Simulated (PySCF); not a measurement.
**Single point on SiHg⁺**

State: ²Π (doublet), unpaired electrons π ↑.

An equivalent input (the run itself took its basis sets from the Basis Set Exchange, started from a PBE0 density and held the occupation σ 8α 8β, πx 4α 3β, πy 3α 3β, δx 1α 1β, δy 1α 1β):

```python
from pyscf import gto, scf, cc
mol = gto.M(atom='Si 0 0 0; Hg 0 0 2.638', basis={'Si': 'def2-SVP', 'Hg': 'def2-SVP'}, ecp={'Hg': 'def2-SVP'},
            charge=1, spin=1, verbose=4, symmetry='C2v')
mf = scf.UHF(mol)
mf.irrep_nelec = {'A1': (9, 9), 'A2': (1, 1), 'B1': (4, 3), 'B2': (3, 3)}
mf.conv_tol = 1e-9
mf.max_cycle = 60
mf.diis_space = 10
mf.kernel()
mycc = cc.CCSD(mf, frozen=[[0, 1, 3, 4, 5, 48, 49], [0, 1, 3, 4, 5, 48, 49]])
mycc.run(conv_tol=1e-7, conv_tol_normt=1e-5, max_cycle=80, diis_space=8)
et = mycc.ccsd_t()
```

The SCF ended at -441.05427163 hartree. The coupled-cluster part of the log:

```
******** <class 'pyscf.cc.uccsd.UCCSD'> ********
CC2 = 0
CCSD nocc = (12, 11), nmo = (43, 43)
frozen orbitals [[0, 1, 3, 4, 5, 48, 49], [0, 1, 3, 4, 5, 48, 49]]
max_cycle = 80
direct = 0
conv_tol = 1e-07
conv_tol_normt = 1e-05
diis_space = 8
diis_start_cycle = 0
diis_start_energy_diff = 1e+09
Init t2, MP2 energy = -0.412653316488666
Init E_corr(UCCSD) = -0.412653316496442
cycle = 1  E_corr(UCCSD) = -0.383574701878045  dE = 0.0290786146  norm(t1,t2) = 0.112328
cycle = 2  E_corr(UCCSD) = -0.400160351803286  dE = -0.0165856499  norm(t1,t2) = 0.0327816
cycle = 3  E_corr(UCCSD) = -0.400010990490687  dE = 0.000149361313  norm(t1,t2) = 0.019122
cycle = 4  E_corr(UCCSD) = -0.40239262327068  dE = -0.00238163278  norm(t1,t2) = 0.0090205
cycle = 5  E_corr(UCCSD) = -0.402461261102796  dE = -6.86378321e-05  norm(t1,t2) = 0.00305945
cycle = 6  E_corr(UCCSD) = -0.402308684941321  dE = 0.000152576161  norm(t1,t2) = 0.00152933
cycle = 7  E_corr(UCCSD) = -0.402302260793489  dE = 6.42414783e-06  norm(t1,t2) = 0.000735549
cycle = 8  E_corr(UCCSD) = -0.40233696287412  dE = -3.47020806e-05  norm(t1,t2) = 0.000297961
cycle = 9  E_corr(UCCSD) = -0.402331430309334  dE = 5.53256479e-06  norm(t1,t2) = 0.000125686
cycle = 10  E_corr(UCCSD) = -0.402329688134463  dE = 1.74217487e-06  norm(t1,t2) = 4.52214e-05
cycle = 11  E_corr(UCCSD) = -0.402331267756467  dE = -1.579622e-06  norm(t1,t2) = 2.08494e-05
cycle = 12  E_corr(UCCSD) = -0.402330962190131  dE = 3.05566337e-07  norm(t1,t2) = 8.92931e-06
cycle = 13  E_corr(UCCSD) = -0.402330932913105  dE = 2.92770259e-08  norm(t1,t2) = 3.20504e-06
UCCSD converged
E(UCCSD) = -441.4566025669674  E_corr = -0.4023309329131047
UCCSD(T) correction = -0.00985730296809283
```

T1 diagnostic 0.018, D1 0.089, 23 electrons correlated, 2 of the virtual orbitals (those above 20 hartree) left out.

Repeating this along the bond gives Re = 2.657 Å and ωe = 201 cm⁻¹.

A point of this curve took 12 CPU seconds beside 0.1 for the integrals, on Arm Neoverse V1 (shared host).

Correlated steps freeze 5 core orbitals. Spin–orbit coupling is left out. The state was picked by a PBE0 search and need not be the measured ground state.
